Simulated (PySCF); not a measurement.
F²⁺ (fluorine, charge +2) across methods

[He] 2s2 2p3, high-spin 4S determinant. Computed with PySCF 2.14 in def2-TZVPPD, with no relativity, point nucleus.

| method | E (hartree) | mean ε 2s α (eV) | mean ε 2s β (eV) | mean ε 2p α (eV) | Σ⟨r²⟩ (bohr²) | ⟨S²⟩ |
| --- | --- | --- | --- | --- | --- | --- |
| UHF | -97.60874 | -88.068 | -70.763 | -63.888 | 4.992 | 3.754 |
| PBE0 | -97.7403 | -74.956 | -65.565 | -54.829 | 5.025 | 3.752 |
| r2SCANh | -97.7946 | -74.346 | -64.289 | -53.989 | 5.005 | 3.752 |
| r2SCAN | -97.7935 | -72.797 | -63.401 | -52.824 | 5.009 | 3.752 |
| BHandHLYP | -97.8158 | -79.262 | -68.140 | -57.905 | 5.014 | 3.752 |
| LDA | -97.1532 | -69.855 | -63.056 | -51.610 | 5.066 | 3.751 |
| wB97M-V | -97.8140 | -77.073 | -68.770 | -57.060 | 5.040 | 3.752 |
| B3LYP | -97.8131 | -73.864 | -65.471 | -54.188 | 5.034 | 3.752 |

Task: Estimate the same row for PBE.

Result: E (hartree) = -97.7202; mean ε 2s α (eV) = -70.340; mean ε 2s β (eV) = -63.196; mean ε 2p α (eV) = -51.574; Σ⟨r²⟩ (bohr²) = 5.049; ⟨S²⟩ = 3.751.
